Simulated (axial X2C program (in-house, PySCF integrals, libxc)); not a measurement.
Worked dissociation energy of KSr: BP86, two-component

Calculated with an in-house relativistic program for diatomic molecules. Two-component (2c) means X2C with spin–orbit coupling and atomic mean-field two-electron Coulomb and Gaunt terms. Basis: Sr dyall-cv3z [13s12p8d5f1g], K dyall-cv3z [11s12p6d3f] (cores contracted in-house); Gaussian nuclei, density fitting, unrestricted open shells. Masses: Sr 87.906 u, K 38.964 u.

Molecular state: Ω = 1/2 (⟨Sz⟩ = 0.50, ⟨Lz⟩ = 0.00 at BP86).

| Quantity | Value |
| --- | --- |
| E(Sr) (2M_J = 0) | -3178.501517 hartree |
| E(K) (2M_J = 1) | -602.189469 hartree |
| E(KSr) at Re | -3780.697799 hartree |
| ωe | 57.6 cm⁻¹ |
| ωexe | 0.432 cm⁻¹ |

Question: Work out De and D0.

Answer: De = -3178.501517 + (-602.189469) − (-3780.697799) = 0.00681 hartree = 0.185 eV. The zero-point energy is ωe/2 − ωexe/4 = 29 cm⁻¹ = 0.004 eV, so D0 = 0.182 eV.

The state is one determinant whose occupation by symmetry is held fixed; it was picked as the lowest of a PBE0 search that is not exhaustive. De is counted from the lowest determinant-based energies of the atoms at the same level, without counterpoise correction. Density functionals use the spin component along the axis (collinear).

The levels of this run spread widely (ωe from 47 to 60 cm⁻¹), so these constants depend on the method. The bond is weak, and without diffuse functions and with truncated virtuals even CCSD(T) can be tens of per cent off in De.

Each atomic determinant is the lowest at this level and need not be a pure J level. Totals compare only within one Hamiltonian and basis.
